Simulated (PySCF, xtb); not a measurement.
BH2Br, SMILES BBr.

Harmonic wavenumbers (cm⁻¹) from xtb 6.7.1 with GFN2-xTB at its own minimum, in rising order: 739, 804, 858, 1194, 2643, 2690.

What does B3LYP-D3(BJ)/def2-TZVP in PySCF give at its own minimum? (An estimate is asked for; the answer gives what the named calculation found.)

683, 818, 974, 1201, 2630, 2750. Paired by order, the mean absolute difference is 44 cm⁻¹ and the zero-point energies are 12.8 and 12.9 kcal/mol.
